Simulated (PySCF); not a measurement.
HO₃S, SMILES O=[SH](=O)[O-], charge -1. Atoms are numbered in the order given.

```xyz
5

S      0.0000     0.0000     0.1749
O     -1.2573    -0.7259    -0.1815
O      0.0000     1.4518    -0.1815
O      1.2573    -0.7259    -0.1815
H      0.0000     0.0000     1.5584
```
Charge -1, spin multiplicity 1.

Coordinates come from a B3LYP-D3(BJ)/def2-SVPD optimisation.

All values below come from B3LYP-D3(BJ)/def2-SVPD (PySCF).

Frequencies are harmonic and unscaled.

Modes within 1.5 cm⁻¹ of each other (mostly degenerate sets) share a row, with their intensities summed.

Computed vibrational spectrum:
| mode | ν (cm⁻¹) | IR (km/mol) | Raman (Å⁴/amu) | depolarisation | moving atoms (share of kinetic energy) |
|---|---|---|---|---|---|
| 1–2 | 461 | 32.6 | 4.4 | 0.75 | O 86 %, S 12 % |
| 3 | 590 | 51.5 | 1.9 | 0.37 | O 54 %, S 45 % |
| 4 | 988 | 54.6 | 38.5 | 0.07 | O 87 %, S 13 % |
| 5–6 | 1075 | 11.0 | 13.9 | 0.75 | H 91 % |
| 7–8 | 1168 | 784.7 | 20.7 | 0.75 | O 54 %, S 45 % |
| 9 | 2372 | 269.6 | 310.9 | 0.23 | H 97 % |
